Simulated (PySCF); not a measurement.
3-silyloxypropanenitrile (C₃H₇NOSi), SMILES N#CCCO[SiH3].

Geometry optimised at r2SCAN-D4/def2-SVP. The values are those of a single conformer.

Two levels are set side by side: TDDFT-PBE/def2-SVPD (PySCF) and TDDFT-B3LYP/def2-SVPD (PySCF). Vertical, same geometry. The lowest singlet is HOMO→LUMO 99 % with PBE and HOMO→LUMO 98 % with the other functional; states are paired by order. Differences are taken from unrounded values.

```json
[
 {"quantity": "lowest singlet excitation (eV)", "TDDFT-B3LYP": "6.89"},
 {"quantity": "lowest triplet excitation (TDA) (eV)", "TDDFT-B3LYP": "6.22"}
]
```

Question: What does TDDFT-PBE give, and how far is it from TDDFT-B3LYP? (Estimate from the structure and the level; the computed values follow.)

Answer: 
| quantity | TDDFT-PBE | TDDFT-PBE minus TDDFT-B3LYP |
|---|---|---|
| lowest singlet excitation (eV) | 6.22 | -0.67 |
| lowest triplet excitation (TDA) (eV) | 5.97 | -0.25 |

Functionals without exact exchange tend to place singlet excitations lower, as here. Differences between two approximate levels are no errors against the true value.

Rough cost on one machine, each run with all the roots and properties that it gave: TDDFT-B3LYP against TDDFT-PBE about 5 times.
